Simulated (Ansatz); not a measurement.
Stepwise reaction of `F[SiH2]C[SiH](F)F` with hydrogen, as a gas-phase model of exchange steps in deposition or etching. ΔE in kJ/mol.

Gas-phase electronic energies from Ansatz, PBE0-D4/def2-TZVP geometries. CCSD(T)/CBS adds triple-zeta CCSD(T) − MP2 to the extrapolated MP2 energy (def2 sets, frozen cores). This one scheme is used for every species. Functionals use def2-TZVPP. B3LYP here is the variant with VWN-RPA as its local correlation; programs differ in this. One conformer a species, not always the lowest.

| step | reaction | PBE-D4 | B3LYP-D4 | ωB97M-V | CCSD(T)/CBS |
| --- | --- | --- | --- | --- | --- |
| 2 | `F[SiH2]C[SiH2]F` + H₂ → `F[SiH2]C[SiH3]` + H–F | 108.8 | 117.7 | 118.4 | 115.5 |

**Question.** Give the row of step 1, `F[SiH2]C[SiH](F)F` + H₂ → `F[SiH2]C[SiH2]F` + H–F. (Estimate.)

**Answer.** Ansatz gave: 
```json
{"step": "1", "reaction": "`F[SiH2]C[SiH](F)F` + H₂ → `F[SiH2]C[SiH2]F` + H–F", "PBE-D4": "133.1", "B3LYP-D4": "141.8", "ωB97M-V": "142.0", "CCSD(T)/CBS": "137.8"}
```

**Question.** By hand: ΔE of the 2 steps together at CCSD(T)/CBS.

**Answer.** (137.8) + (115.5) = 253.3 kJ/mol, or 126.7 kJ/mol a step.

In ΔE each step is lower than the one before. All are uphill at CCSD(T)/CBS. PBE-D4 differs from CCSD(T)/CBS by -6.7 to -4.7 kJ/mol a step. Isolated molecules leave out the surface, adducts and barriers. Largest T1 diagnostic: 0.012.
